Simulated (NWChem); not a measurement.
C4H6Si; SMILES C(C(=C)[SiH3])#C

```xyz
11

C      0.7663     2.3982     0.0000
C      0.1548     1.3519     0.0000
C     -0.4817     0.0744     0.0000
C     -1.8247    -0.0498     0.0000
Si     0.6430    -1.4441     0.0000
H      1.2775     3.3337     0.0000
H     -2.4815     0.8175     0.0000
H     -2.3036    -1.0250     0.0000
H      1.5137    -1.4475    -1.2051
H      1.5137    -1.4475     1.2051
H     -0.2101    -2.6629     0.0000
```
Atoms are numbered in this order, from 1.

All runs: NWChem. Coordinates come from a B3LYP/6-31G* (spherical d) optimisation. Total energies compare along this basis series because the functional is fixed.

```json
[
 {"level": "Hartree-Fock/cc-pVDZ", "basis functions": "104", "energy (Ha)": "-443.8143", "highest occupied level (eV)": "[?]", "orbital gap (eV)": "[?]", "dipole (D)": "0.70"},
 {"level": "Hartree-Fock/aug-cc-pVDZ", "basis functions": "173", "energy (Ha)": "-443.8205", "highest occupied level (eV)": "-9.44", "orbital gap (eV)": "10.36", "dipole (D)": "0.71"},
 {"level": "Hartree-Fock/cc-pVTZ", "basis functions": "238", "energy (Ha)": "-443.8730", "highest occupied level (eV)": "-9.43", "orbital gap (eV)": "11.96", "dipole (D)": "0.72"}
]
```

Q: Some entries are withheld; supply them.

A: 
- Hartree-Fock/cc-pVDZ, highest occupied level (eV): -9.36
- Hartree-Fock/cc-pVDZ, orbital gap (eV): 12.13
